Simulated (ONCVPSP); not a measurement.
## Sc: excitation energies, all-electron against ONCV

ONCVPSP 4.0.1 input, shortened (lines: element, Z, core and valence counts, functional; n l f; lmax; l rc ep ncon nbas qcut; lloc lpopt rc5 dvloc0; l nproj debl; icmod fcfact rcfact), LDA (Perdew-Wang 92), scalar-relativistic:

```
  Sc 21.00    3    5  -001012      upf
    1    0    2.00
    2    0    2.00
    2    1    6.00
    3    0    2.00
    3    1    6.00
    3    2    1.00
    4    0    1.00
    4    1    1.00
    2
    0    1.90    0.00    4    7    5.60
    1    1.95    0.00    3    7    6.40
    2    2.45    0.00    4    8    7.50
    4    5    1.65    2.00
    0    3    1.70
    1    2    2.20
    2    2    3.60
    0    0.00    0.00
```

Energies are relative to the spin-unpolarised reference configuration 3s2 3p6 3d1 4s1 4p1; without spin polarisation the order of configurations can differ from experiment.

| valence configuration | charge | ΔE all-electron (eV) | error AE − PS (meV) |
| --- | --- | --- | --- |
| 3s2 3p6 3d1 4s2 4p0 | 0 | -2.839 | 0.0 |
| 3s2 3p6 3d1 4s0 4p0 | +2 | 17.177 | -2.4 |
| 3s2 3p6 3d0 4s2 4p0 | +1 | 5.773 | +148 |

Question: What are ΔE and the potential's error for 3s2 3p6 3d1 4s1 4p0?

Answer: ΔE = 4.222 eV all-electron; the error (AE − PS) is -0.2 meV.

Levels in the configuration 3s2 3p6 3d1 4s0 4p0:

```tsv
level	all-electron (eV)	pseudo (eV)
3s	-70.163	-70.237
3p	-48.971	-49.017
3d	-18.129	-18.151
```
